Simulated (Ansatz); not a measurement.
A run for Ansatz (a quantum-chemistry and plane-wave program): FCI/cc-pVTZ on GeH, 2S+1 = 2, a point of a bond scan (R = 2.811 Å). The run froze 14 orbitals, filled d shells among them.

Ansatz 0.2 input:
```yaml
crystal:
  periodic: [false, false, false]
  atoms:
    - {symbol: Ge, position_ang: [-0.00000000, -0.00000000, -0.04867720]}
    - {symbol: H, position_ang: [0.00000000, 0.00000000, 2.76243103]}
basis:
  gaussian:
    orbitals: cc-pVTZ
magnetization: {spin_polarized: false, initial_magnetization: 1}
correlation: {method: fci, electrons: outside_noble_gas}
```

The log:

```
WARN ansatz: RAYON_NUM_THREADS=2 ignored (pool sized by the plan → 2); use --threads N
Functional definition: HF
integrals: 0.03 GiB planned
561 factors; integrals over basis functions are off by at most 9.4e-8 eV
mean field: 0.13 GiB planned
mean field evaluation 1: about -56484.9072 eV, gradient 1.0e1 eV
mean field evaluation 2: about -56484.9080 eV, gradient 1.0e1 eV
mean field evaluation 4: about -56486.0072 eV, gradient 1.2e0 eV
mean field evaluation 8: about -56486.0143 eV, gradient 2.0e-5 eV
mean field evaluation 16: about -56486.0139 eV, gradient 3.0e-1 eV
mean field evaluation 32: about -56485.4250 eV, gradient 1.7e-2 eV
mean field -56486.01426837 eV, -2075.8227367669 hartree, gradient 9.1e-7 eV, S^2 0.750000; 6 other end points of the search recorded, 0 dependent functions left out
mean field evaluation 64: about -56486.8038 eV, gradient 2.2e0 eV
determinant -56486.01426837 eV, -2075.8227367669 hartree, with singles and doubles -56489.36222469 eV, -2075.9457718926 hartree
determinant -56485.41834960 eV, -2075.8008371562 hartree, with singles and doubles -56487.83868771 eV, -2075.8897829411 hartree
unrestricted determinant -56487.20134966 eV, -2075.8663611999 hartree, S^2 1.5909
14 core orbitals not correlated
reference -56486.01426837 eV, -2075.8227367669 hartree; 3, 2 occupied and 40, 41 virtual orbitals, 561 factors
configuration interaction: 1.76 GiB planned
state -56489.52010269 eV, -2075.9515738019 hartree
Total energy: -56489.52010269 eV, -2075.9515738019 hartree
```

Self-consistency was reached.

Cost: about 60 core-seconds (a rough figure).
